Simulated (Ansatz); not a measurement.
The lowest doublet and quartet of HSi (SMILES [SiH]); geometries from B3LYP-D3(BJ)/def2-TZVP, each state relaxed from the structure named, with no frequency check.
Doublet (charge 0, multiplicity 2):
```xyz
2

Si     0.0000     0.0000    -0.1020
H      0.0000     0.0000     1.4276
```

| level | gap E(doublet) − E(quartet), vertical, at the doublet's geometry (kJ/mol) | cost |
|---|---|---|
| U-HF/cc-pV(D+d)Z | -94.7 | - |
| U-HF/cc-pV(T+d)Z | -96.2 | - |
| U-SVWN5/def2-TZVPP | -160.9 | ×0.7 |
| U-PBE/def2-TZVPP | -155.2 | ×1 |
| U-B3LYP/def2-TZVPP | -182.2 | ×2 |
| U-PBE0/def2-TZVPP | -151.9 | ×1 |
| U-BHLYP/def2-TZVPP | -180.7 | ×0.9 |
| U-wB97X-V/def2-TZVPP | -185.2 | ×2 |
| U-wB97M-V/def2-TZVPP | -186.1 | ×2 |
| U-B2PLYP/def2-TZVPP | -174.8 | ×1 |
| U-MP2/cc-pV(D+d)Z | -134.2 | - |
| U-MP2/cc-pV(T+d)Z | -143.8 | - |
| U-MP2/cc-pV(Q+d)Z | -147.3 | - |
| U-SCS-MP2/cc-pV(D+d)Z | -155.9 | - |
| U-SCS-MP2/cc-pV(T+d)Z | -171.0 | - |
| U-SCS-MP2/cc-pV(Q+d)Z | -176.0 | - |
| U-CCSD/cc-pV(D+d)Z | -152.3 | - |
| U-CCSD/cc-pV(T+d)Z | -160.1 | - |
| U-CCSD/cc-pV(Q+d)Z | -161.8 | - |
| U-CCSD(T)/cc-pV(D+d)Z | -152.4 | ×0.9 |
| U-CCSD(T)/cc-pV(T+d)Z | -160.3 | ×2 |
| U-CCSD(T)/cc-pV(Q+d)Z | -162.1 | ×8 |
| U-CCSDT/cc-pV(D+d)Z | -152.3 | - |
| U-CCSDT/cc-pV(T+d)Z | -160.2 | - |
| U-CCSDT/cc-pV(Q+d)Z | -161.9 | - |
| U-CCSDT(Q)/cc-pV(D+d)Z | -152.4 | ×3 |
| U-CCSDT(Q)/cc-pV(T+d)Z | -160.2 | ×20 |
| U-CCSDT(Q)/cc-pV(Q+d)Z | -161.9 | ×100 |
| SA-CASSCF(5,5)/cc-pV(D+d)Z | -117.9 | - |
| SA-CASSCF(5,5)/cc-pV(T+d)Z | -120.0 | - |
| SA-CASSCF(5,5)/cc-pV(Q+d)Z | -119.9 | - |
| SC-NEVPT2 on SA-CASSCF(5,5)/cc-pV(D+d)Z | -147.4 | - |
| SC-NEVPT2 on SA-CASSCF(5,5)/cc-pV(T+d)Z | -158.6 | - |
| SC-NEVPT2 on SA-CASSCF(5,5)/cc-pV(Q+d)Z | -162.1 | - |
| FIC-NEVPT4(SD) on SA-CASSCF(5,5)/cc-pV(D+d)Z | -155.4 | - |
| FIC-NEVPT4(SD) on SA-CASSCF(5,5)/cc-pV(T+d)Z | -166.0 | - |
| FIC-NEVPT4(SD) on SA-CASSCF(5,5)/cc-pV(Q+d)Z | -168.1 | - |
| FIC-MRCISD+Q on SA-CASSCF(5,5)/cc-pV(D+d)Z | -155.7 | - |
| FIC-MRCISD+Q on SA-CASSCF(5,5)/cc-pV(Q+d)Z | -167.6 | - |
| FCI/cc-pV(T+d)Z | -160.4 | ×200 |

The rows run from -186.1 (U-wB97M-V/def2-TZVPP) to -94.7 kJ/mol (U-HF/cc-pV(D+d)Z). In cc-pV(Q+d)Z the value moves U-MP2 -147.3, U-CCSD -161.8, U-CCSD(T) -162.1, a shift of -14.8 from U-MP2 to U-CCSD(T). From cc-pV(D+d)Z to cc-pV(Q+d)Z U-CCSD(T) changes by -9.7. The 8 U-functionals in def2-TZVPP without D3 or D4 span 34.3, from U-wB97M-V to U-PBE0.

A positive gap puts the quartet lower; no zero-point energy. U- takes an unrestricted doublet. The quartet is unrestricted in single-reference levels. Active spaces average the two states.

Cores are frozen in the correlated methods.

The values were computed with Ansatz (Gaussian basis) for Hartree–Fock, density functionals and correlated methods. Each number belongs to the level named beside it.

Costs are rough ratios of core time to U-PBE/def2-TZVPP (about 1.8 s over the structures, on one shared machine); a dash marks a level with no comparable run of its own.

Ansatz is a quantum-chemistry and plane-wave program.
